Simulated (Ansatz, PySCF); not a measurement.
Isomers of CH3NO: 1 is NC=O, 2 is C=NO; one conformer of each (the lowest of an xTB search), B3LYP-D3(BJ)/def2-TZVP minima.
Isomer 1 (charge 0, multiplicity 1, Z-matrix in Å and degrees):
```
C
O 1 1.2093
N 1 1.3564 2 124.95
H 3 1.0045 1 121.30 2 -179.99
H 3 1.0072 4 119.31 1 -179.97
H 1 1.1056 2 122.74 3 -180.00
```
Isomer 2 (charge 0, multiplicity 1):
```xyz
6

C     -0.8739     0.0868     0.0632
N      0.1966    -0.5864     0.0910
O      1.3165     0.2129    -0.1578
H     -1.7923    -0.4553     0.2463
H     -0.8935     1.1568    -0.1328
H      2.0466    -0.4148    -0.1075
```

No zero-point or thermal terms.

Frozen-core correlation. CBS(a, b) extrapolates the correlation energy as X⁻³ and adds the Hartree–Fock energy of set b.

Codes used: Ansatz (a program for electronic structure); PySCF for the dispersion terms. Values without a source in brackets are computed.

The comparison value is 2.202 eV (CCSD(T)/CBS(cc-pVTZ, cc-pVQZ)). It is a level with limits of its own, not the exact answer.

### Question
Order these levels by how close they come to the comparison value for the electronic energy of isomer 2 less that of isomer 1, closest first: PBE/def2-TZVPP, r2SCAN/def2-TZVPP, BLYP-D4/def2-TZVPP. Give each level's value less the comparison value.

### Answer
PBE/def2-TZVPP (-0.014 eV), BLYP-D4/def2-TZVPP (-0.056 eV), r2SCAN/def2-TZVPP (0.081 eV)
